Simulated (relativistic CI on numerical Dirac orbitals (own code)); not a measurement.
# What each ingredient does to the levels of Tl⁵⁶⁺

Base calculation: Dirac-Coulomb-Breit CI, separate exchange-only KLI orbitals for each configuration, model QED, unscaled Slater integrals.

CI space (outside the closed core [Ne]): 3s2 3p6 3d7, 3s2 3p5 3d8, 3s2 3p4 3d9, 3s 3p6 3d8, 3p6 3d9, 3s 3p5 3d9, 3s2 3p6 3d6 4s, 3s2 3p6 3d6 4p, 3s2 3p4 3d8 4s, 3s2 3p6 3d6 4d, 3s2 3p4 3d8 4p, 3s2 3p5 3d7 4s, 3s2 3p6 3d6 4f, 3s2 3p4 3d8 4d, 3s 3p5 3d8 4s, 3s2 3p5 3d7 4p, 3s 3p5 3d8 4p, 3s2 3p5 3d7 4d, 3s2 3p6 3d5 4s2, 3s 3p5 3d8 4d, 3s 3p6 3d7 4s, 3p6 3d8 4s, 3s2 3p6 3d5 4s 4p, 3s2 3p5 3d7 4f, 3s2 3p6 3d6 5s, 3p6 3d8 4p, 3s 3p6 3d7 4p, 3s2 3p6 3d5 4p2, 3s2 3p6 3d6 5p, 3s2 3p5 3d6 4s2, 3p6 3d8 4d, 3s2 3p6 3d6 5d, 3s2 3p6 3d6 5f, 3s 3p6 3d6 4s2, 3s2 3p5 3d7 5s, 3s2 3p6 3d6 6s. Levels of other configurations are missing.

The lowest level and the first level of each name with at least 55 % of one term (blank where a level has no safe partner in the second run):

```
               Level  Base (eV)  Shift (eV)
  3s2 3p6 3d7 4F_9/2      0.000       0.000
  3s2 3p6 3d7 4F_7/2    102.761      +0.011
  3s2 3p6 3d7 4P_5/2    116.944      +0.011
 3s2 3p6 3d7 2H_11/2    119.441      +0.012
  3s2 3p6 3d7 2F_7/2    128.034      +0.011
  3s2 3p6 3d7 2F_5/2    132.798      +0.010
  3s2 3p6 3d7 2D_3/2    154.054      +0.010
  3s2 3p6 3d7 4F_5/2    213.456      +0.023
  3s2 3p6 3d7 2H_9/2    223.225      +0.024
3s2 3p5 3d8 4G°_11/2    490.872      -0.210
 3s2 3p5 3d8 2D°_5/2    504.248      -0.209
 3s2 3p5 3d8 4F°_9/2    512.716      -0.206
 3s2 3p5 3d8 2P°_3/2    542.618      -0.209
 3s2 3p5 3d8 4G°_9/2    603.110      -0.209
```

At this charge energies of transitions that change n are usually good to better than 1 %, and those within a shell (Δn = 0) to a few per cent.

(1) One thing was changed in a second run, which moved the levels as shown. Which?
A. one mean potential for all configurations
B. P86 correlation estimate
C. Breit term removed
D. QED terms removed
E. configuration mixing switched off

Results:

(1) A. One mean potential for all configurations. One potential for all configurations removes the relaxation of the orbitals, which moves whole configurations and changes the integrals a little.

LS names give the leading component of a level, which can be under half, so a name can repeat, a term be missing and a line seem to break the LS rules.
